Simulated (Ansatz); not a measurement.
Geometry optimisation, Ansatz, RKS revPBE-D4/def2-SVP.

Input file:

```yaml
crystal:
  periodic: [false, false, false]
  atoms:
    - { symbol: In, position_ang: [-0.374029, -0.748053, 0.146771] }
    - { symbol: Br, position_ang: [0.749541, 2.910501, -0.678463] }
    - { symbol: O, position_ang: [-0.919596, -1.431092, -1.666097] }
    - { symbol: O, position_ang: [-1.520321, -0.527219, 1.786061] }
    - { symbol: H, position_ang: [1.562928, 1.752577, -0.234527] }
    - { symbol: F, position_ang: [1.570275, -0.333134, 0.374062] }
    - { symbol: H, position_ang: [-0.123654, -1.421739, -2.237384] }
    - { symbol: H, position_ang: [-0.945244, -0.201942, 2.509677] }
basis:
  gaussian: { orbitals: def2-SVP }
hamiltonian:
  xc: revpbe
  dispersion: d4
relax:
  f_tol: 0.03
  max_steps: 50
```

Command:

```bash
$ ansatz run input.yaml --threads 2 --pin off --max-ram 3072MiB --backend cpu --events-out ev --progress --plain --runs-dir out
```

**Question.** Where does it end, and by what steps?

**Answer.** It converged. After 14 steps the energy has fallen by 0.911 eV; H5 moved furthest, 0.96 Å. Parted: Br2–H5 (1.48 → 2.27 Å). Joined: In1–Br2 (3.92 → 2.60 Å), H5–F6 (2.17 → 0.97 Å).

```csv
step,energy less start (eV),largest force component (eV/Å),accepted
0,0.0000,0.753,yes
1,-0.1092,0.291,yes
2,-0.1819,0.607,yes
3,-0.2642,0.639,yes
4,-0.3540,0.871,yes
5,-0.5352,1.767,yes
6,-0.7194,0.757,yes
7,-0.7130,3.739,no
8,-0.8138,0.886,yes
9,-0.8582,0.569,yes
10,-0.9015,0.091,yes
11,-0.9103,0.040,yes
12,-0.9105,0.041,yes
13,-0.9100,0.041,no
14,-0.9112,0.030,yes
```

```xyz
8
Properties=species:S:1:pos:R:3
In -0.504 -0.235 -0.023
Br 0.112 2.232 -0.574
O -0.616 -1.499 -1.586
O -1.193 -0.594 1.835
H 1.813 0.880 0.069
F 1.926 -0.041 0.341
H -0.367 -0.995 -2.388
H -1.172 0.253 2.325
```

Run time: 15 s on 2 threads of AMD EPYC 9R45 96-Core Processor (Zen 5), with other jobs on the host, peak memory 0.19 GiB.
